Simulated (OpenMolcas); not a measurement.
**Computed transition rates of Mn5+**

```yaml
Program: OpenMolcas 26.06
Method: "SS-CASPT2, IPEA 0.25 Eh, imaginary shift 0.1 Eh (closed shells correlated: 3s 3p)"
Basis: ANO-RCC-VTZP [6s5p3d2f1g]
Scalar_Hamiltonian: DKH2, point nucleus
Active_space: 2 electrons in 5 orbitals (3d)
State_averaging: 2S+1 = 3 even, 10 roots; 2S+1 = 1 even, 15 roots
Spin-orbit_coupling: RASSI with atomic mean-field integrals over the reference wave functions, term energies averaged over their components
```

Rates come from the transition moments of the reference wave functions (E1 and E2 in the length form). At fixed line strength A goes as λ^-3 for E1 and M1 and as λ^-5 for E2, so a rate at the computed wavelength can be rescaled to the measured one. Measured vacuum wavelengths follow from level energies in Corliss and Sugar, J. Phys. Chem. Ref. Data 6, 1253 (1977). Branching counts decays inside the model space alone, at computed energies, and the table is only a selection of the E2 and M1 lines, drawn from those between levels with measured partners whose computed energy lies within a factor of 1.5 of the measured one.

```json
{"Upper": "3d2 3P2", "Lower": "3d2 3P1", "Type": "M1", "λ computed (nm)": "16690", "λ measured (nm)": "17510", "A computed (s-1)": "2.83e-03", "A rescaled (s-1)": "2.45e-03", "Branching %": "1.5"}
{"Upper": "3d2 3F3", "Lower": "3d2 3F2", "Type": "M1", "λ computed (nm)": "13210", "λ measured (nm)": "13400", "A computed (s-1)": "1.12e-02", "A rescaled (s-1)": "1.07e-02", "Branching %": "100.0"}
{"Upper": "3d2 3F4", "Lower": "3d2 3F3", "Type": "M1", "λ computed (nm)": "10490", "λ measured (nm)": "10830", "A computed (s-1)": "1.76e-02", "A rescaled (s-1)": "1.60e-02", "Branching %": "100.0"}
{"Upper": "3d2 3P1", "Lower": "3d2 1D2", "Type": "M1", "λ computed (nm)": "2810", "λ measured (nm)": "3675", "A computed (s-1)": "2.89e-02", "A rescaled (s-1)": "", "Branching %": "21.3"}
{"Upper": "3d2 3P2", "Lower": "3d2 1D2", "Type": "M1", "λ computed (nm)": "2405", "λ measured (nm)": "3038", "A computed (s-1)": "8.07e-02", "A rescaled (s-1)": "", "Branching %": "42.9"}
{"Upper": "3d2 1D2", "Lower": "3d2 3F3", "Type": "M1", "λ computed (nm)": "688.7", "λ measured (nm)": "685.4", "A computed (s-1)": "2.52e-01", "A rescaled (s-1)": "", "Branching %": "62.7"}
{"Upper": "3d2 1D2", "Lower": "3d2 3F2", "Type": "M1", "λ computed (nm)": "654.6", "λ measured (nm)": "652.1", "A computed (s-1)": "1.49e-01", "A rescaled (s-1)": "", "Branching %": "37.1"}
{"Upper": "3d2 3P2", "Lower": "3d2 3F4", "Type": "E2", "λ computed (nm)": "564.2", "λ measured (nm)": "589.7", "A computed (s-1)": "6.65e-02", "A rescaled (s-1)": "5.33e-02", "Branching %": "35.4"}
{"Upper": "3d2 3P1", "Lower": "3d2 3F3", "Type": "E2", "λ computed (nm)": "553.1", "λ measured (nm)": "577.7", "A computed (s-1)": "6.57e-02", "A rescaled (s-1)": "5.29e-02", "Branching %": "48.5"}
{"Upper": "3d2 3P0", "Lower": "3d2 3F2", "Type": "E2", "λ computed (nm)": "538.7", "λ measured (nm)": "562.4", "A computed (s-1)": "1.13e-01", "A rescaled (s-1)": "9.11e-02", "Branching %": "100.0"}
{"Upper": "3d2 3P2", "Lower": "3d2 3F3", "Type": "E2", "λ computed (nm)": "535.4", "λ measured (nm)": "559.2", "A computed (s-1)": "2.27e-02", "A rescaled (s-1)": "1.83e-02", "Branching %": "12.0"}
{"Upper": "3d2 3P2", "Lower": "3d2 3F3", "Type": "M1", "λ computed (nm)": "535.4", "λ measured (nm)": "559.2", "A computed (s-1)": "9.67e-03", "A rescaled (s-1)": "", "Branching %": "5.1"}
{"Upper": "3d2 3P1", "Lower": "3d2 3F2", "Type": "E2", "λ computed (nm)": "530.9", "λ measured (nm)": "553.8", "A computed (s-1)": "4.00e-02", "A rescaled (s-1)": "3.24e-02", "Branching %": "29.6"}
{"Upper": "3d2 3P2", "Lower": "3d2 3F2", "Type": "E2", "λ computed (nm)": "514.5", "λ measured (nm)": "536.8", "A computed (s-1)": "3.75e-03", "A rescaled (s-1)": "3.03e-03", "Branching %": "2.0"}
{"Upper": "3d2 3P2", "Lower": "3d2 3F2", "Type": "M1", "λ computed (nm)": "514.5", "λ measured (nm)": "536.8", "A computed (s-1)": "1.97e-03", "A rescaled (s-1)": "", "Branching %": "1.0"}
{"Upper": "3d2 1G4", "Lower": "3d2 3F4", "Type": "M1", "λ computed (nm)": "410.6", "λ measured (nm)": "419.4", "A computed (s-1)": "1.88e-01", "A rescaled (s-1)": "", "Branching %": "59.4"}
{"Upper": "3d2 1G4", "Lower": "3d2 3F3", "Type": "M1", "λ computed (nm)": "395.2", "λ measured (nm)": "403.8", "A computed (s-1)": "1.26e-01", "A rescaled (s-1)": "", "Branching %": "40.0"}
```

Spin-changing lines and M1 lines between different terms are not rescaled, since their strength hangs on the term gaps too.

The largest correction is for 3d2 3P2 → 3d2 3F4 (E2): 6.65e-02 × (564.2 / 589.7)^5 = 5.33e-02 s-1, a factor of 0.80.

The computed rate and branching of 3d2 3F3 → 3d2 3F2 give the upper level a radiative lifetime of 1.000 / 1.12e-02 s-1 = 8.93e+01 s, counting decays inside the model space alone. The rescaled rate gives about 9.3e+01 s.

These are rates of the free ion; in crystals, glasses and complexes forced electric-dipole and non-radiative decay shorten such lifetimes by orders of magnitude. No measured rate stands beside these. Rescaling mends the energy factor alone: line strengths can still be far off where a level mixes with configurations outside the active space, and weak or spin-changing lines hang on small mixing coefficients that depend on the term gaps too, so rescaling need not improve them.

Term energies are means over components that CASPT2 splits; among the terms shown or strongly mixed into the levels shown the widest spread is 770 cm-1 (3d2 1G). Measured partners are found by configuration, term and J. A level has none where our copy of the source lacks it or the pairing is in doubt (some pairs that miss far off the trend of their configuration count as doubtful). Levels of configurations outside the active space are missing.
